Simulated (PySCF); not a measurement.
H7NO2Si2. Atoms are numbered in the order given.

```xyz
12

N     -2.1477     0.7061     0.5750
Si    -0.9575    -0.0878    -0.3681
O     -0.6331    -1.5841     0.2783
O      0.5323     0.6317    -0.3904
Si     2.0819     0.2404     0.0651
H     -1.9830     0.9145     1.5541
H     -2.7269     1.4179     0.1445
H     -1.4817    -0.1233    -1.7563
H     -1.3960    -2.0920     0.5677
H      2.1563    -0.0266     1.5334
H      2.5768    -0.9576    -0.6754
H      2.9534     1.4071    -0.2559
```
Charge 0, spin multiplicity 1.

Coordinates come from a PBE0-D3(BJ)/def2-SVP optimisation. The structure was generated by enumeration; whether it is a known compound was not checked. Other conformers were not sampled.

Calculation: PBE/pcSseg-1 (PySCF).

GIAO shieldings, no solvent; atoms listed in one row are averaged. δ = σ(ref) − σ: ¹⁵N against NH3 (σ = 267.0 ppm); ²⁹Si against TMS (σ = 335.4 ppm); ¹⁷O against H2O (σ = 334.3 ppm); ¹H against TMS (σ = 31.49 ppm), references at their B3LYP-D3(BJ)/def2-TZVP geometries, non-relativistic.

Computed chemical shifts:
```csv
nucleus,atoms,count,δ (ppm)
¹⁵N,N1,1,44.2
²⁹Si,Si5,1,-41.9
²⁹Si,Si2,1,-44.4
¹⁷O,O3,1,62.9
¹⁷O,O4,1,57.8
¹H,"H10, H11, H12",3,5.48
¹H,H8,1,5.06
¹H,H9,1,1.49
¹H,H7,1,1.21
¹H,H6,1,1.04
```
